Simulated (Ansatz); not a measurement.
Cost and result up the ladder for cyclo-(SnF2)3 (Sn3F6) (9 atoms). Total charge 0; singlet. Geometry: PBE-D4/def2-SVP.

```
atom   x (Å)   y (Å)   z (Å)
 Sn1  -1.872   0.144   0.723
  F2  -0.872  -1.766   0.267
  F3  -1.392  -0.054  -1.418
 Sn4   0.414  -1.315  -1.465
  F5   1.714  -0.968   0.280
  F6   1.193   0.745  -1.404
 Sn7   1.458   1.171   0.742
  F8  -0.581   1.878   0.295
  F9  -0.062   0.165   1.980
```

Ansatz on 4 threads of Arm Neoverse V1 on a shared host. Times are rough, and most runs start from the orbitals of an earlier one. PBE0-D4/def2-TZVP serves as the yardstick here, not as an exact answer. Differences are given only for rows in sets of like size (and for xTB, whose basis is part of the method), since another set adds its own error. Binding counts from free atoms at the same level (Sn triplet, F doublet; other spins of the atoms weren't run), without zero-point energy or a counterpoise term.

In the def2 sets Sn takes a core potential, while STO-3G treats all electrons; there is no spin–orbit coupling. B3LYP takes the VWN-RPA correlation. Correlated methods freeze 18 core orbitals; core or outer-core shells of Sn are correlated, in sets that lack core-valence functions. The rows differ in basis, and correlated rows in double-zeta sets carry the largest basis error.

Correlated methods converge slowly with the basis, most of all in double-zeta sets.

```csv
level,functions,binding energy per atom (eV),difference from PBE0-D4/def2-TZVP (eV)
r2SCAN-D4/def2-TZVP,336,3.86,0.14
PBE-QIDH/def2-TZVP (with forces),336,3.67,-0.06
PBE0-D4/def2-SVP,162,3.77,–
PBE-D4/def2-SVP,162,4.04,–
BLYP-D4/def2-TZVP,336,3.94,0.22
B3LYP-D4/def2-TZVP,336,3.81,0.08
CCSD(T)/def2-SVP,162,3.52,–
RPA@PBE/def2-TZVP,336,3.35,-0.37
PBE-D4/def2-TZVP,336,3.98,0.25
HF/STO-3G,111,2.24,–
PBE0-D4/def2-TZVP,336,3.73,0.00
MP2/def2-TZVP,336,3.87,0.14
```

Problem. Estimate how long each takes.

Solution. PBE-D4/def2-SVP 2.3 s; HF/STO-3G 2.6 s; PBE0-D4/def2-SVP 4.2 s; BLYP-D4/def2-TZVP 7 s; PBE-D4/def2-TZVP 11 s; B3LYP-D4/def2-TZVP 15 s; r2SCAN-D4/def2-TZVP 16 s; PBE0-D4/def2-TZVP 24 s; MP2/def2-TZVP 26 s; RPA@PBE/def2-TZVP 45 s; PBE-QIDH/def2-TZVP (with forces) 96 s; CCSD(T)/def2-SVP 3 min. On shared hardware such times vary by a factor of up to 3.
